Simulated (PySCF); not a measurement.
CHBClNO.

```xyz
6

B     -0.8804     0.7159     0.0000
Cl     0.3947     1.9231     0.0000
H     -2.0255     1.0798     0.0000
N     -0.5506    -0.6563     0.0000
C     -0.0170    -1.7325     0.0000
O      0.4593    -2.7954     0.0000
```
Charge 0, spin multiplicity 1.

Geometry optimised at ωB97X-D3(BJ)/def2-SVP. The values are those of a single conformer.

Method: PBE0/pcSseg-1 run with PySCF. Non-relativistic, no solvent.

Computed absolute GIAO shielding of each atom: isotropic value and principal components (ppm):
```tsv
atom	σ(iso)	σ11	σ22	σ33	span
B1	62.0	24.2	56.3	105.4	81.2
Cl2	668.2	291.0	784.7	928.9	637.9
H3	25.9	22.9	25.3	29.6	6.7
N4	171.4	79.9	154.7	279.5	199.6
C5	53.2	-44.0	-40.4	244.0	288.0
O6	145.3	60.9	112.9	262.0	201.1
```
